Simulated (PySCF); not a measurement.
Computed shifts of a molecule CH₄ClFOSi₂, B3LYP/pcSseg-1 run with PySCF, GIAO, gas phase, atoms alike by connectivity averaged where their shifts nearly agree, in ppm (number of nuclei): ¹³C: 298.5 (1). ²⁹Si: -38.6 (1), -87.1 (1). ¹⁹F: -171.2 (1). ¹H: 4.93 (1), 4.33 (3). References: ¹⁷O against H2O (σ = 333.8 ppm); ¹³C against TMS (σ = 181.3 ppm); ²⁹Si against TMS (σ = 338.7 ppm); ¹⁹F against CFCl3 (σ = 161.7 ppm); ³⁵Cl against HCl (σ = 933.3 ppm); ¹H against TMS (σ = 31.68 ppm), references at their B3LYP-D3(BJ)/def2-TZVP geometries, non-relativistic (without spin–orbit terms, shifts of atoms bonded to Cl or Br come out too high). Coordinates come from a TPSSh-D3(BJ)/def2-SVP optimisation. Other conformers were not sampled.

### Question
Which structure fits?
A. O=C([SiH3])[Si@@H](F)Cl
B. O=C[Si@](F)([SiH3])Cl
C. O=C[Si@@H](Cl)[SiH2]F
D. F[Si@@]1(Cl)OC[SiH2]1

### Answer
A, O=C([SiH3])[Si@@H](F)Cl
